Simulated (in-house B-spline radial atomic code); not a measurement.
Values are calculated unless marked as measured or tabulated.
## Weak and strong correlation along the adiabatic connection

Two-electron singlets in several external potentials (atomic units), by full CI in B-splines with partial waves to l = 8 (correlation energies up to 0.6 % small). The repulsion is scaled by λ at fixed density; W(λ) is the mean repulsion less the Hartree energy, W(0) = E_x, and the area under W from 0 to 1 is E_xc.

Relative drop (W(λ) − E_x)/E_x:

```
                             system  λ = 0.12  λ = 0.25  λ = 0.4  λ = 0.6  λ = 0.8   λ = 1
     −Z/r, Z = 0.75, wall at 8 bohr    0.0338    0.0646   0.0943   0.1264   0.1523  0.1736
−Z exp(−kr)/r, Z = 1.61, k = 0.0771    0.0148    0.0296   0.0455   0.0647   0.0820  0.0976
  −Z exp(−kr)/r, Z = 8.58, k = 2.01    0.0023    0.0047   0.0075   0.0112   0.0148  0.0183
      −Z/r, Z = 0.5, wall at 4 bohr    0.0243    0.0475   0.0708   0.0972   0.1193  0.1380
                     −Z/r, Z = 0.94    0.0502    0.0912   0.1275   0.1644   0.1925  0.2148
    ω²r²/2 − Z/r, ω = 0.0134, Z = 2    0.0110    0.0223   0.0346   0.0498   0.0638  0.0767
  −Z/r, Z = 3.19, wall at 1.71 bohr    0.0060    0.0123   0.0193   0.0282   0.0368  0.0449
```

(1) Order the systems by how far second-order (GL2) theory, half the initial slope (estimated from the first points of each curve), overshoots the correlation energy, least first.
A. −Z exp(−kr)/r, Z = 1.61, k = 0.0771
B. −Z exp(−kr)/r, Z = 8.58, k = 2.01
C. −Z/r, Z = 0.5, wall at 4 bohr
D. ω²r²/2 − Z/r, ω = 0.0134, Z = 2
E. −Z/r, Z = 3.19, wall at 1.71 bohr
F. −Z/r, Z = 0.75, wall at 8 bohr
G. −Z/r, Z = 0.94

(2) What else changes along this order?

## Answers

(1) B (GL2/E_c = 1.03), E (GL2/E_c = 1.08), D (GL2/E_c = 1.15), A (GL2/E_c = 1.20), C (GL2/E_c = 1.36), F (GL2/E_c = 1.49), G (GL2/E_c = 1.80).

(2) The ratio follows the bend of the curve. With it the leading natural occupation goes from 1.999 to 1.845 and −T_c/E_c from 0.97 to 0.59 between the first and the last.
